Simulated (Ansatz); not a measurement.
Program: Ansatz. Geometries: PBE0-D4/def2-TZVP. ΔE: electronic, gas phase. CCSD(T)/CBS adds triple-zeta CCSD(T) − MP2 to the extrapolated MP2 energy (def2 sets, frozen cores). Functionals use def2-TZVPP. B3LYP here is the variant with VWN-RPA as its local correlation; programs differ in this. One conformer a species, not always the lowest.

`BOCCC` + `CCCBO` → `BCBO` + `CCCOCC`  (formal exchange of groups at a B–O bond)

`BOCCC`:

Cartesian coordinates in Å:
```
B 2.609 0.458 0.066
O 1.651 -0.443 -0.186
C 0.368 -0.374 0.416
C -0.693 -0.085 -0.621
C -2.086 -0.084 -0.017
H 3.650 0.319 -0.507
H 2.405 1.358 0.839
H 0.367 0.395 1.198
H 0.180 -1.342 0.890
H -0.621 -0.835 -1.415
H -0.479 0.884 -1.084
H -2.180 0.674 0.766
H -2.843 0.128 -0.773
H -2.326 -1.053 0.430
```

`CCCBO`:

Z-matrix (Å, degrees):
```
C
C 1 1.520
H 1 1.093 2 110.9
H 1 1.093 2 110.9 3 -119.2
H 1 1.093 2 111.8 3 120.4
C 2 1.523 1 113.5 3 59.6
H 2 1.098 1 108.8 3 -62.8
H 2 1.098 1 108.8 3 -178.0
B 6 1.569 2 117.2 1 180.0
H 6 1.100 2 110.1 1 56.8
H 6 1.100 2 110.1 1 -56.8
O 9 1.354 6 123.2 2 -0.0
H 9 1.201 6 121.5 2 180.0
H 12 0.963 9 112.9 6 -0.0
```

`BCBO`:

Cartesian coordinates in Å:
```
B 0.996 -0.310 -1.069
C 0.274 0.637 -0.087
B -0.473 -0.262 0.973
O -1.819 -0.394 1.006
H 0.584 -0.485 -2.180
H 1.959 -0.927 -0.714
H -0.405 1.347 -0.568
H 1.027 1.166 0.514
H 0.130 -0.881 1.803
H -2.272 0.109 0.323
```

`CCCOCC`:

```xyz
18

C    -1.240    0.987    2.374
C    -0.914    0.102    1.183
C    -0.329    0.907    0.035
O    -0.096    0.163   -1.134
C     1.034   -0.672   -1.074
C     1.250   -1.286   -2.434
H    -1.962    1.762    2.104
H    -0.345    1.488    2.753
H    -1.667    0.408    3.195
H    -0.212   -0.680    1.488
H    -1.815   -0.405    0.825
H     0.602    1.399    0.360
H    -1.031    1.697   -0.249
H     0.900   -1.461   -0.321
H     1.914   -0.082   -0.772
H     1.407   -0.510   -3.185
H     2.123   -1.941   -2.422
H     0.380   -1.876   -2.729
```

```json
{"level": "r2SCAN-D4", "ΔE (kJ/mol)": "155.4"}
{"level": "ωB97X-V", "ΔE (kJ/mol)": "155.7"}
{"level": "PBE0", "ΔE (kJ/mol)": "155.2"}
{"level": "B3LYP", "ΔE (kJ/mol)": "158.3"}
{"level": "HF/def2-TZVPP", "ΔE (kJ/mol)": "157.3"}
{"level": "CCSD(T)/def2-TZVPP", "ΔE (kJ/mol)": "160.6"}
{"level": "MP2/def2-QZVPP", "ΔE (kJ/mol)": "164.5"}
{"level": "CCSD/CBS(def2)", "ΔE (kJ/mol)": "161.2"}
```

Q: What does CCSD(T)/CBS give? (Estimate.)

A: The calculation gave: +161.5 kJ/mol. The listed levels differ from it by -6.1, -5.8, -6.3, -3.2, -4.2, -0.9, 3.0, -0.3 kJ/mol.

Largest T1 diagnostic among the species: 0.013.

In def2-TZVPP, CCSD(T) changes the Hartree–Fock value by +3.3 kJ/mol (the triples alone add +0.2 kJ/mol) and MP2 by +6.5 kJ/mol.
